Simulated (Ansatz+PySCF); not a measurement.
sextet MnCl2: levels of theory in one basis

```xyz
3

Mn    0.0000    0.0000    0.0000
Cl    0.0000    0.0000    2.1840
Cl    0.0000    0.0000   -2.1840
```

Basis set: def2-SVP (spherical functions). Left uncorrelated: 15 orbitals. Correlation on ROHF uses semicanonical orbitals with singles. Charge 0, multiplicity 6.

Computed with Ansatz (development build ahead of 0.2.0); each method stands on the lowest determinant of its kind that the runs found.

```tsv
method	E − E(ROHF) (eV)	<S²> of the determinant
ROHF	0.00	8.75
UHF	-0.10	8.77
ROHF-MP2	-13.18	–
UHF-MP2	-13.22	8.77
```

**Question.** Is a single determinant a sound starting point here?

**Answer.** By this sign, yes. Unrestricted orbitals gain 0.10 eV and <S²> is 8.77 against 8.75 for a pure state.

Caution: other spin multiplicities were not run.
